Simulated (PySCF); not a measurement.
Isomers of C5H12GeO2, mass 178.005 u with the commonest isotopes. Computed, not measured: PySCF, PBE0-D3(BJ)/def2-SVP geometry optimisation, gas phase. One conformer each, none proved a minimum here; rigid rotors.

**Question.** Order these by dipole moment, largest first.
A. `[CH2:1]=[C:2]([CH3:3])[GeH:4]([O:5][CH3:6])[O:7][CH3:8]` with C1–C2–Ge4–O5 5°, C2–Ge4–O5–C6 92°, C2–Ge4–O7–C8 55°
B. `[CH2:1]=[CH:2][CH2:3][O:4][Ge@@H:5]([CH3:6])[O:7][CH3:8]` with C1–C2–C3–O4 -113°, C2–C3–O4–Ge5 -50°, C3–O4–Ge5–C6 -156°, O4–Ge5–O7–C8 157°
C. `[CH3:1][CH2:2][C@@H:3]1[CH2:4][O:5][Ge@@H:6]([CH3:7])[O:8]1` with C1–C2–C3–C4 -73°, C2–C3–C4–O5 -82°, C3–C4–O5–Ge6 -31°, C4–O5–Ge6–C7 -102°, O5–Ge6–O8–C3 12°
D. `[CH3:1][CH2:2][CH2:3][C@@H:4]1[CH2:5][O:6][GeH2:7][O:8]1` with C1–C2–C3–C4 -178°, C2–C3–C4–C5 175°, C3–C4–C5–O6 -82°, C4–C5–O6–Ge7 -31°, C5–O6–Ge7–O8 13°, O6–Ge7–O8–C4 11°
E. `[CH3:1][CH2:2][C@@H:3]1[CH2:4][O:5][Ge@H:6]([CH3:7])[O:8]1` with C1–C2–C3–C4 -74°, C2–C3–C4–O5 -81°, C3–C4–O5–Ge6 -34°, C4–O5–Ge6–C7 133°, O5–Ge6–O8–C3 8°
F. `[CH3:1][O:2][GeH:3]([O:4][CH3:5])[CH:6]1[CH2:7][CH2:8]1` with C1–O2–Ge3–O4 -131°, O2–Ge3–O4–C5 50°, O2–Ge3–C6–C7 76°

**Answer.** A (1.93 D), B (1.62 D), F (1.41 D), E (0.89 D), C (0.74 D), D (0.13 D).

**Question.** Order these by out-of-plane moment Σ m c² = (Ia + Ib − Ic)/2, smallest first.
A. `[CH2:1]=[C:2]([CH3:3])[GeH:4]([O:5][CH3:6])[O:7][CH3:8]` with C1–C2–Ge4–O5 5°, C2–Ge4–O5–C6 92°, C2–Ge4–O7–C8 55°
B. `[CH3:1][CH2:2][C@@H:3]1[CH2:4][O:5][Ge@H:6]([CH3:7])[O:8]1` with C1–C2–C3–C4 -74°, C2–C3–C4–O5 -81°, C3–C4–O5–Ge6 -34°, C4–O5–Ge6–C7 133°, O5–Ge6–O8–C3 8°
C. `[CH3:1][CH2:2][CH2:3][C@@H:4]1[CH2:5][O:6][GeH2:7][O:8]1` with C1–C2–C3–C4 -178°, C2–C3–C4–C5 175°, C3–C4–C5–O6 -82°, C4–C5–O6–Ge7 -31°, C5–O6–Ge7–O8 13°, O6–Ge7–O8–C4 11°
D. `[CH3:1][CH:2]([CH3:3])[C@H:4]1[CH2:5][O:6][GeH2:7][O:8]1` with C1–C2–C4–C5 -58°, C2–C4–C5–O6 91°, C4–C5–O6–Ge7 29°, C5–O6–Ge7–O8 -15°, O6–Ge7–O8–C4 -4°
E. `[CH2:1]=[CH:2][CH2:3][O:4][Ge@@H:5]([CH3:6])[O:7][CH3:8]` with C1–C2–C3–O4 -113°, C2–C3–O4–Ge5 -50°, C3–O4–Ge5–C6 -156°, O4–Ge5–O7–C8 157°
F. `[CH3:1][O:2][GeH:3]([O:4][CH3:5])[CH:6]1[CH2:7][CH2:8]1` with C1–O2–Ge3–O4 -131°, O2–Ge3–O4–C5 50°, O2–Ge3–C6–C7 76°

**Answer.** E (44.36 u·Å²), F (49.95 u·Å²), C (52.69 u·Å²), B (68.02 u·Å²), D (78.34 u·Å²), A (79.12 u·Å²).

**Question.** Order these by radius of gyration √(Σ m r²/M), largest first.
A. `[CH3:1][CH2:2][CH2:3][C@@H:4]1[CH2:5][O:6][GeH2:7][O:8]1` with C1–C2–C3–C4 -178°, C2–C3–C4–C5 175°, C3–C4–C5–O6 -82°, C4–C5–O6–Ge7 -31°, C5–O6–Ge7–O8 13°, O6–Ge7–O8–C4 11°
B. `[CH2:1]=[C:2]([CH3:3])[GeH:4]([O:5][CH3:6])[O:7][CH3:8]` with C1–C2–Ge4–O5 5°, C2–Ge4–O5–C6 92°, C2–Ge4–O7–C8 55°
C. `[CH3:1][O:2][GeH:3]([O:4][CH3:5])[CH:6]1[CH2:7][CH2:8]1` with C1–O2–Ge3–O4 -131°, O2–Ge3–O4–C5 50°, O2–Ge3–C6–C7 76°
D. `[CH3:1][CH2:2][C@@H:3]1[CH2:4][O:5][Ge@H:6]([CH3:7])[O:8]1` with C1–C2–C3–C4 -74°, C2–C3–C4–O5 -81°, C3–C4–O5–Ge6 -34°, C4–O5–Ge6–C7 133°, O5–Ge6–O8–C3 8°
E. `[CH3:1][CH2:2][C@@H:3]1[CH2:4][O:5][Ge@@H:6]([CH3:7])[O:8]1` with C1–C2–C3–C4 -73°, C2–C3–C4–O5 -82°, C3–C4–O5–Ge6 -31°, C4–O5–Ge6–C7 -102°, O5–Ge6–O8–C3 12°
F. `[CH2:1]=[CH:2][CH2:3][O:4][Ge@@H:5]([CH3:6])[O:7][CH3:8]` with C1–C2–C3–O4 -113°, C2–C3–O4–Ge5 -50°, C3–O4–Ge5–C6 -156°, O4–Ge5–O7–C8 157°

**Answer.** A (2.078 Å), F (2.004 Å), E (1.939 Å), D (1.906 Å), C (1.879 Å), B (1.852 Å).

| SMILES | point group | Ia (u·Å²) | Ib (u·Å²) | Ic (u·Å²) | κ | μa (D) | μb (D) | μc (D) |
| --- | --- | --- | --- | --- | --- | --- | --- | --- |
| CC[C@@H]1C[O][Ge@H]([CH3])[O]1 | C1 | 178.06 | 536.44 | 578.46 | -0.93 | 0.33 | 0.75 | 0.36 |
| C=[C](C)[GeH]([O]C)[O]C | C1 | 312.74 | 377.12 | 531.62 | 0.17 | 0.86 | 1.73 | 0.03 |
| C=CC[O][Ge@@H]([CH3])[O]C | C1 | 230.53 | 528.70 | 670.51 | -0.72 | 1.08 | 0.60 | 1.05 |
| CCC[C@@H]1C[O][GeH2][O]1 | C1 | 183.90 | 637.27 | 715.79 | -0.91 | 0.08 | 0.09 | 0.05 |
| C[O][GeH]([O]C)[CH]1CC1 | C1 | 247.92 | 430.31 | 578.34 | -0.48 | 0.39 | 0.81 | 1.08 |
| CC[C@@H]1C[O][Ge@@H]([CH3])[O]1 | C1 | 135.88 | 583.46 | 619.14 | -0.97 | 0.67 | 0.13 | 0.27 |
| CC(C)[C@H]1C[O][GeH2][O]1 | C1 | 194.26 | 504.59 | 542.17 | -0.92 | 0.01 | 0.02 | 0.07 |
